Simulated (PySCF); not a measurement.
Isomers C$_{6}$H$_{11}$N$_{3}$:

A. `Cc1n[nH]c(C(C)C)n1`
B. `CCc1nn(C)nc1C`
C. SMILES CCc1cnn(CC)n1
D. `CC(C)(C)c1cn[nH]n1`
E. SMILES CC(C)c1cnn(C)n1

Spectrum 1. 1H NMR (300 MHz, computed): δ 7.38 (s, 1H), 3.92 (s, 3H), 2.95 (sept, 1H), 1.20 (d, 6H). 13C{1H} NMR (computed): δ 158.9 (C), 134.4 (CH), 40.9 (CH3), 28.8 (CH), 25.7 (CH3).

Spectrum 2. 1H NMR (300 MHz, computed): δ 10.42 (br s, 1H), 7.44 (s, 1H), 1.37 (s, 9H). 13C{1H} NMR (computed): δ 161.4 (C), 133.7 (CH), 32.0 (CH3), 31.4 (C).

Spectrum 3. 1H NMR (300 MHz, computed): δ 7.32 (s, 1H), 4.14 (q, 2H), 2.57 (q, 2H), 1.34 (t, 3H), 1.18 (t, 3H). 13C{1H} NMR (computed): δ 154.1 (C), 136.8 (CH), 50.9 (CH2), 22.3 (CH2), 19.4 (CH3), 18.1 (CH3).

Spectrum 4. 1H NMR (300 MHz, computed): δ 9.01 (br s, 1H), 2.90 (sept, 1H), 2.34 (s, 3H), 1.32 (d, 6H). 13C{1H} NMR (computed): δ 165.3 (C), 163.6 (C), 29.0 (CH), 21.2 (CH3), 16.0 (CH3).

Spectrum 5. 1H NMR (300 MHz, computed): δ 3.84 (s, 3H), 2.54 (q, 2H), 2.29 (s, 3H), 1.10 (t, 3H). 13C{1H} NMR (computed): δ 151.0 (C), 144.6 (C), 40.6 (CH3), 21.6 (CH2), 16.5 (CH3), 11.7 (CH3).

[PySCF: σ from GIAO-PBE0/pcSseg-1; coordinates at the PBE0-D3(BJ)/def2-SVP level; isolated molecule; single conformer; relativity neglected; averaged over atoms made equivalent by symmetry, fast rotation or ring inversion]

Shifts are taken against calculated references (same method and geometry level): 1H and 13C against TMS. Where no couplings were computed, multiplicities follow the n + 1 count of equivalent neighbours, and m marks all less simple cases (inequivalent or close neighbours, rings, F or P nearby). Shifts are as computed. Against solution values, carbons near 30 ppm lie about +2 ppm off and those near 130 ppm about +5 ppm. Of 1313 compounds with measured shifts, 239 miss one by over three times the rms of a fit or turn the order of signals round; such compounds aren't used in these exercises. OH and NH positions are gas-phase values without hydrogen bonding to other molecules.

Problem. Match each spectrum to its structure.

Solution. 1–E, 2–D, 3–C, 4–A, 5–B.

- Spectrum 1 (E): 5 13C signals; δC 40.9 is a methyl carbon bonded to N; δC 28.8 is an sp3 CH on an aromatic ring.
- Spectrum 2 (D): 4 13C signals; δC 32.0 is a methyl carbon; δC 31.4 is a quaternary sp3 carbon on an aromatic ring.
- Spectrum 3 (C): 6 13C signals; δC 50.9 is an sp3 CH2 bonded to N; δC 22.3 is an sp3 CH2 on an aromatic ring.
- Spectrum 4 (A): 5 13C signals; δC 29.0 is an sp3 CH on an aromatic ring; δC 21.2 is a methyl carbon.
- Spectrum 5 (B): 6 13C signals; δC 40.6 is a methyl carbon bonded to N; δC 21.6 is an sp3 CH2 on an aromatic ring.
